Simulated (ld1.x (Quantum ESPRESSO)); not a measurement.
**cerium (Ce), TM: configuration errors across variants**

- Element: cerium (Ce)
- Generator: ld1.x (Quantum ESPRESSO) 7.5
- Type: norm-conserving Troullier–Martins (Kleinman–Bylander form)
- Functional: LDA (PZ)
- Relativity: scalar-relativistic
- Frozen core: [Xe]
- Valence charge: 4
- Reference configuration: 4f1 5d1 6s1.75 6p0.25
- Partial waves: 6s (bound): rc 2.80 bohr; 5d (bound): rc 3.90 bohr; 4f (bound): rc 1.50 bohr; 6p (bound): rc 3.85 bohr
- Local potential: the p channel
- Core correction: none

All-electron excitation energies from the reference (eV): (1) 4f1 5d1 6s2 6p0 -0.622; (2) 4f1 5d1 6s1 6p0 5.649; (3) 4f1 5d1 6s0 6p0 16.995; (4) 4f2 5d0 6s1 6p0 4.817; (5) 4f1 5d0 6s0 6p0 36.333; (6) 4f1 5d1 6s0 6p1 8.803; (7) 4f1 5d1 6s1.75 6p0.25 spin -0.396; (8) 4f1 5d1 6s2 6p0 spin -0.937.

Spin tests fill each open shell by Hund’s rule, majority spin first.

Tests that are not counted but printed errors over 1 eV. “base”: 4f0 5d1 6s2 6p0 (solver errors, printed error -26.7 eV). “wave 5d (bound): rc 3.90 bohr becomes 5d (bound): rc 2.54 bohr”: 4f0 5d1 6s2 6p0 (solver errors, printed error -26.8 eV). “wave 5d (bound): rc 3.90 bohr becomes 5d (bound): rc 2.86 bohr”: 4f0 5d1 6s2 6p0 (solver errors, printed error -26.8 eV). “wave 5d (bound): rc 3.90 bohr becomes 5d (bound): rc 3.26 bohr”: 4f0 5d1 6s2 6p0 (solver errors, printed error -26.8 eV). “wave 5d (bound): rc 3.90 bohr becomes 5d (bound): rc 3.64 bohr”: 4f0 5d1 6s2 6p0 (solver errors, printed error -26.8 eV).

A true bound ghost makes a file unfit for plane-wave use even where its test errors are small: the radial tests pick states by their node count and pass the ghost by. Where a test does run into it, the solver fails or the error is huge.

Errors AE − PS in meV (a dash: test not solved or not reliable):

| change | (1) | (2) | (3) | (4) | (5) | (6) | (7) | (8) | bound ghosts |
| --- | --- | --- | --- | --- | --- | --- | --- | --- | --- |
| base | +1.4 | +70 | +84 | -306 | +651 | +33 | +1704 | +1674 | s |
| wave 5d (bound): rc 3.90 bohr becomes 5d (bound): rc 2.54 bohr | +1.4 | +70 | +88 | -264 | +611 | +35 | +1717 | +1688 | s |
| wave 5d (bound): rc 3.90 bohr becomes 5d (bound): rc 2.86 bohr | +1.4 | +70 | +88 | -263 | +610 | +35 | +1717 | +1688 | s |
| wave 5d (bound): rc 3.90 bohr becomes 5d (bound): rc 3.26 bohr | +1.4 | +70 | +88 | -269 | +615 | +35 | +1715 | +1686 | s |
| wave 5d (bound): rc 3.90 bohr becomes 5d (bound): rc 3.64 bohr | +1.4 | +70 | +86 | -285 | +630 | +34 | +1710 | +1681 | s |
| wave 5d (bound): rc 3.90 bohr becomes 5d (bound): rc 4.04 bohr | +1.4 | +70 | +83 | -315 | +660 | +33 | +1701 | +1671 | s |
| wave 5d (bound): rc 3.90 bohr becomes 5d (bound): rc 4.34 bohr | +1.4 | +70 | +78 | -350 | +699 | +31 | +1690 | +1659 | none |
| wave 5d (bound): rc 3.90 bohr becomes 5d (bound): rc 4.78 bohr | +1.4 | +69 | +65 | -414 | +776 | +26 | +1670 | +1638 | s |
| wave 5d (bound): rc 3.90 bohr becomes 5d (bound): rc 5.12 bohr | +1.3 | +68 | +50 | -475 | +857 | +21 | +1651 | +1617 | none |
| wave 5d (bound): rc 3.90 bohr becomes 5d (bound): rc 5.94 bohr | +1.2 | +63 | +6.4 | -623 | +1085 | +6.7 | +1603 | +1565 | none |

**Question.** Give the same row for: wave 5d (bound): rc 3.90 bohr becomes 5d (bound): rc 5.60 bohr.

**Answer.** +1.3, +66, +31, -545, +959, +14, +1628, +1592; bound ghosts: none. Not counted: 4f0 5d1 6s2 6p0 (solver errors, printed error -26.4 eV).
